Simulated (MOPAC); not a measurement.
Input for MOPAC: PM3 on CH7GeN (SMILES C[NH][GeH3]), a point of a torsion scan.

```
PM3 1SCF PRECISE CHARGE=0 THREADS=1
CH7GeN

C     -1.38647970 1     0.15353290 1     0.30589507 1
N     -0.28467834 1    -0.11969026 1    -0.59927877 1
Ge     1.45157214 1    -0.01598024 1    -0.11263171 1
H     -2.26066058 1     0.47940107 1    -0.26174803 1
H     -1.09043841 1     0.95911937 1     0.97672698 1
H     -1.67508971 1    -0.71020292 1     0.91583448 1
H     -0.52512829 1    -0.84847504 1    -1.25668420 1
H      2.01431121 1    -1.19484259 1     0.64864429 1
H      2.20961001 1     0.10253210 1    -1.39466227 1
H      1.56851507 1     1.21311455 1     0.72450416 1
```

Output:

```
*******************************************************************************
 **                                                                           **
 **                              MOPAC v23.2.5                                **
 **                                                                           **
 *******************************************************************************
 ** MOPAC's Digital Object Identifier: https://doi.org/10.5281/zenodo.6511958 **
 **                                                                           **
 ** Please cite the open-source release paper for use of this MOPAC version:  **
 ** J. E. Moussa and J. J. P. Stewart (2026)                                  **
 ** MOPAC: An open-source semiempirical molecular orbital program             **
 ** J. Open Source Softw., 11(119), 8025, https://doi.org/10.21105/joss.08025 **
 *******************************************************************************

                              PM3 CALCULATION RESULTS

 *******************************************************************************
 *  PM3        - The PM3 Hamiltonian to be used
 *
 *
 *
 *                 CHARGE ON SYSTEM = 0
 *
 *
 *
 *  PRECISE    - TIGHTER CRITERIA TO BE USED
 *  1SCF       - DO 1 SCF AND THEN STOP
 *  THREADS=1  - MULTI-THREADING NOT USED
 *  T=         - A TIME OF 172800.0 SECONDS REQUESTED
 *  DUMP=N     - RESTART FILE WRITTEN EVERY 7200.0 SECONDS REQUESTED
 *******************************************************************************
PM3 1SCF PRECISE CHARGE=0 THREADS=1
 CH7GeN

   ATOM   CHEMICAL          X               Y               Z
  NUMBER   SYMBOL      (ANGSTROMS)     (ANGSTROMS)     (ANGSTROMS)

     1       C         -1.38647970  *   0.15353290  *   0.30589507  *
     2       N         -0.28467834  *  -0.11969026  *  -0.59927877  *
     3      Ge          1.45157214  *  -0.01598024  *  -0.11263171  *
     4       H         -2.26066058  *   0.47940107  *  -0.26174803  *
     5       H         -1.09043841  *   0.95911937  *   0.97672698  *
     6       H         -1.67508971  *  -0.71020292  *   0.91583448  *
     7       H         -0.52512829  *  -0.84847504  *  -1.25668420  *
     8       H          2.01431121  *  -1.19484259  *   0.64864429  *
     9       H          2.20961001  *   0.10253210  *  -1.39466227  *
    10       H          1.56851507  *   1.21311455  *   0.72450416  *



          CARTESIAN COORDINATES

    NO.       ATOM           X           Y           Z

     1         C         -1.3865      0.1535      0.3059
     2         N         -0.2847     -0.1197     -0.5993
     3        Ge          1.4516     -0.0160     -0.1126
     4         H         -2.2607      0.4794     -0.2617
     5         H         -1.0904      0.9591      0.9767
     6         H         -1.6751     -0.7102      0.9158
     7         H         -0.5251     -0.8485     -1.2567
     8         H          2.0143     -1.1948      0.6486
     9         H          2.2096      0.1025     -1.3947
    10         H          1.5685      1.2131      0.7245

  H: (PM3): J. J. P. STEWART, J. COMP. CHEM. 10, 209 (1989).
  C: (PM3): J. J. P. STEWART, J. COMP. CHEM. 10, 209 (1989).
  N: (PM3): J. J. P. STEWART, J. COMP. CHEM. 10, 209 (1989).
 Ge: (PM3): J. J. P. STEWART, J. COMP. CHEM. 12, 320-341 (1991).

           Empirical Formula: C H7 N Ge  =    10 atoms



      MOLECULAR POINT GROUP   :   C1


      RHF CALCULATION, NO. OF DOUBLY OCCUPIED LEVELS = 10


 -------------------------------------------------------------------------------
 PM3 1SCF PRECISE CHARGE=0 THREADS=1
 CH7GeN



     1SCF WAS SPECIFIED, SO BFGS WAS NOT USED
     SCF FIELD WAS ACHIEVED


                              PM3 CALCULATION
                                                       MOPAC v23.2.5 Linux




          FINAL HEAT OF FORMATION =         19.24453 KCAL/MOL =      80.51913 KJ/MOL


          COSMO AREA              =        111.78 SQUARE ANGSTROMS
          COSMO VOLUME            =         99.51 CUBIC ANGSTROMS

          IONIZATION POTENTIAL    =          8.786296 EV
          HOMO LUMO ENERGIES (EV) =         -8.786  0.005
          NO. OF FILLED LEVELS    =         10
          MOLECULAR WEIGHT        =        105.6630         POINT GROUP:  C1

          MOLECULAR DIMENSIONS (Angstroms)

            Atom       Atom       Distance
            H     8    H     4     4.68052
            H     9    H     6     3.63388
            H     7    H    10     3.17329


          SCF CALCULATIONS        =          1





   ATOM   CHEMICAL          X               Y               Z
  NUMBER   SYMBOL      (ANGSTROMS)     (ANGSTROMS)     (ANGSTROMS)

     1       C         -1.38647970  *   0.15353290  *   0.30589507  *
     2       N         -0.28467834  *  -0.11969026  *  -0.59927877  *
     3      Ge          1.45157214  *  -0.01598024  *  -0.11263171  *
     4       H         -2.26066058  *   0.47940107  *  -0.26174803  *
     5       H         -1.09043841  *   0.95911937  *   0.97672698  *
     6       H         -1.67508971  *  -0.71020292  *   0.91583448  *
     7       H         -0.52512829  *  -0.84847504  *  -1.25668420  *
     8       H          2.01431121  *  -1.19484259  *   0.64864429  *
     9       H          2.20961001  *   0.10253210  *  -1.39466227  *
    10       H          1.56851507  *   1.21311455  *   0.72450416  *

                             CARTESIAN COORDINATES

   1    C       -1.386479700     0.153532900     0.305895070
   2    N       -0.284678340    -0.119690260    -0.599278770
   3   Ge        1.451572140    -0.015980240    -0.112631710
   4    H       -2.260660580     0.479401070    -0.261748030
   5    H       -1.090438410     0.959119370     0.976726980
   6    H       -1.675089710    -0.710202920     0.915834480
   7    H       -0.525128290    -0.848475040    -1.256684200
   8    H        2.014311210    -1.194842590     0.648644290
   9    H        2.209610010     0.102532100    -1.394662270
  10    H        1.568515070     1.213114550     0.724504160


           Empirical Formula: C H7 N Ge  =    10 atoms



      MOLECULAR POINT GROUP   :   C1


                  EIGENVALUES
 -32.69364 -22.63887 -16.51173 -15.78327 -14.51519 -13.99931 -12.38117 -11.94183
 -11.84686  -8.78630   0.00471   0.59802   0.63957   3.14753   4.03361   4.18150
   4.47450   4.98019   5.78334


              NET ATOMIC CHARGES AND DIPOLE CONTRIBUTIONS

  ATOM NO.   TYPE          CHARGE      No. of ELECS.   s-Pop       p-Pop
    1          C          -0.059215        4.0592     1.13994     2.91928
    2          N          -0.210512        5.2105     1.42944     3.78107
    3         Ge           0.366156        3.6338     0.70220     2.93165
    4          H           0.038731        0.9613     0.96127
    5          H           0.040813        0.9592     0.95919
    6          H           0.012669        0.9873     0.98733
    7          H           0.062347        0.9377     0.93765
    8          H          -0.104453        1.1045     1.10445
    9          H          -0.076830        1.0768     1.07683
   10          H          -0.069704        1.0697     1.06970
 DIPOLE           X         Y         Z       TOTAL
 POINT-CHG.    -0.010     0.185     0.090     0.205
 HYBRID        -0.233    -0.762     0.375     0.881
 SUM           -0.243    -0.578     0.464     0.780


          ATOMIC ORBITAL ELECTRON POPULATIONS

     Atom    s        px        py        pz
    1  C   1.13994   0.95435   0.99362   0.97131
    2  N   1.42944   1.00773   1.52653   1.24682
    3 Ge   0.70220   0.88917   1.02593   1.01654
    4  H   0.96127
    5  H   0.95919
    6  H   0.98733
    7  H   0.93765
    8  H   1.10445
    9  H   1.07683
   10  H   1.06970

 **********************
 *                    *
 * JOB ENDED NORMALLY *
 *                    *
 **********************




 == MOPAC DONE ==
```

The run finished.

Cost: around 0.03 core-seconds (rough).
